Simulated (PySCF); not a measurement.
Cartesian coordinates in Å; atom numbers follow the order of the lines, from 1:
```xyz
22

C     4.3160   -0.3487    0.3209
N     2.9109   -0.6095    0.1418
C     1.9923    0.3842    0.0223
O     2.2921    1.5617    0.0861
C     0.6068   -0.0997   -0.1892
C    -0.3932    0.7455   -0.4261
Si   -2.2010    0.2837   -0.7083
C    -3.2735    1.4668    0.3246
C    -2.5073   -1.5180   -0.1769
H     4.4348    0.7315    0.3934
H     4.8947   -0.7193   -0.5288
H     4.6835   -0.8178    1.2362
H     2.6192   -1.5699    0.0608
H     0.4476   -1.1688   -0.1452
H    -0.1213    1.7950   -0.4512
H    -2.5089    0.4369   -2.1425
H    -3.0542    1.3805    1.3854
H    -3.0995    2.4995    0.0381
H    -4.3315    1.2629    0.1896
H    -2.2244   -1.6794    0.8600
H    -1.9381   -2.2132   -0.7874
H    -3.5556   -1.7845   -0.2751
```

- geometry from GFN2-xTB
- NMR shieldings at PBE0/pcSseg-1/GIAO
- code: PySCF 2.14.0 with density-fitted response routines
- non-relativistic, no solvent, a single conformation, fast rotation and ring inversion assumed for equivalent nuclei

Problem. Predict the 2D correlation tables (HSQC, COSY, HMBC).

Solution. 

HSQC (one-bond C–H):
```
                            δH            δC
                    7.76 (H15)    153.4 (C6)
                    5.94 (H14)    143.9 (C5)
            3.24 (H10/H11/H12)     26.5 (C1)
0.20 (H17/H18/H19/H20/H21/H22)  -4.3 (C8/C9)
```

COSY cross peaks (H two or three bonds apart, from the bond graph; peaks can be absent where the dihedral angle is near 90°):
```
        δH                              δH
7.76 (H15)                      5.94 (H14)
7.76 (H15)                      4.75 (H16)
4.75 (H16)  0.20 (H17/H18/H19/H20/H21/H22)
4.45 (H13)              3.24 (H10/H11/H12)
```

HMBC (two and three bonds, from the bond graph):
```
                            δH                                    δC
                    7.76 (H15)  164.7 (C3), 143.9 (C5), -4.3 (C8/C9)
                    5.94 (H14)                164.7 (C3), 153.4 (C6)
                    4.75 (H16)  153.4 (C6), 143.9 (C5), -4.3 (C8/C9)
                    4.45 (H13)     164.7 (C3), 143.9 (C5), 26.5 (C1)
            3.24 (H10/H11/H12)                            164.7 (C3)
0.20 (H17/H18/H19/H20/H21/H22)              153.4 (C6), -4.3 (C8/C9)
```

Scale: TMS for 1H and 13C (reference shieldings calculated alike).

Short H···H contacts in this conformer between protons four or more bonds apart (candidates for NOE cross peaks, intensity ∝ r⁻⁶): H14···H21 2.68 Å.

Exchangeable OH/NH protons stand at their gas-phase positions; hydrogen bonding in a real sample shifts them, mostly to higher δ. Shifts are as computed. Against solution values, carbons near 30 ppm lie about +3 ppm off and those near 130 ppm about +5 ppm. Of 1211 compounds with measured shifts, 218 miss one by over three times the rms of a fit or turn the order of signals round; such compounds aren't used in these exercises. The C=O carbon of an acid or of an amide with N–H lies up to 10 ppm further downfield in solution, through hydrogen bonding that the calculation lacks.
